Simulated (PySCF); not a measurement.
Ti(H)3(OSiH3) (H6OSiTi), SMILES [TiH3][O][SiH3], multiplicity 1.

Geometry: B3LYP-D3(BJ)/def2-SVP. The geometry has at least one imaginary mode, so it is a saddle point at that level. The multiplicity is an assumed one; no other spin state was optimised. The structure was generated by enumeration; whether it is a known compound was not checked.

Computed with B3LYP-D3(BJ)/def2-SVP in PySCF.

Frequencies are harmonic and unscaled.

Modes within 1.5 cm⁻¹ of each other (mostly degenerate sets) share a row, with their intensities summed.

Task: Estimate the vibrational spectrum. (Estimate from the structure and the level; the computed values follow.)

Result: 
```tsv
mode	ν (cm⁻¹)	IR (km/mol)	moving atoms (share of kinetic energy)
1	53i	0.0	H 100 %
2–3	75	1.0	O 67 %, H 23 %
4–5	427	64.2	H 84 %, Ti 8 %
6	449	8.8	Si 41 %, H 31 %, Ti 26 %
7–8	612	137.7	H 99 %
9	633	91.7	H 71 %, Ti 16 %, Si 11 %
10–11	719	93.4	H 84 %, Si 8 %
12–13	954	154.3	H 96 %
14	962	1043.1	H 70 %, Si 17 %, O 12 %
15	1074	396.3	O 67 %, H 23 %, Ti 8 %
16–17	1705	734.8	H 97 %
18	1749	132.0	H 99 %
19	2246	71.7	H 99 %
20–21	2250	242.8	H 96 %
```
